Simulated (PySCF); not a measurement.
Species: C₃H₁₁Ge₂NO.
SMILES: `C=C(OC)[N]([GeH3])[GeH3]`

Torsions of this conformer, `[CH2:1]=[C:2]([O:3][CH3:4])[N:5]([GeH3:6])[GeH3:7]`: C1–C2–O3–C4 0°, C1–C2–N5–Ge6 0°.

The closed-shell ground state was solved at several levels (PySCF, density fitting, gas phase). One conformer (not necessarily the lowest) at the PBE0-D3(BJ)/def2-SVP geometry, without solvent, vibrations or thermal averaging. Relativistic effects, spin–orbit coupling among them, are left out although an element past zinc is present.

```json
{"level": "B3LYP/pcJ-1 (pcSseg-1 on Ge)", "basis functions": "327", "total energy (Eh)": "-4404.5747", "HOMO (eV)": "-5.58", "LUMO (eV)": "0.30", "gap (eV)": "5.88", "dipole (D)": "0.85"}
{"level": "PBE0/def2-SVPD", "basis functions": "267", "total energy (Eh)": "-4403.3884", "HOMO (eV)": "-5.84", "LUMO (eV)": "0.15", "gap (eV)": "5.99", "dipole (D)": "0.76"}
```

Question: Estimate the row for PBE0/pcSseg-1, a basis of 222 functions; the other rows only guide the guess.

Answer: Total energy -4403.6092 Eh, HOMO -5.80 eV, LUMO 0.47 eV, gap 6.27 eV, dipole 0.84 D.

Question: Over all these levels, which gives the widest orbital gap and which the narrowest?

Answer: PBE0/pcSseg-1 (global hybrid, 25 % exact exchange) has the widest, 6.27 eV, and B3LYP/pcJ-1 (pcSseg-1 on Ge) (global hybrid, 20 % exact exchange) the narrowest, 5.88 eV. Functional and basis both differ between the two, so the spread mixes both effects.

Question: How far do the dipole and the HOMO energy spread over the levels?

Answer: The dipole runs from 0.76 to 0.85 D (mean 0.82 D) and the HOMO from -5.84 to -5.58 eV.
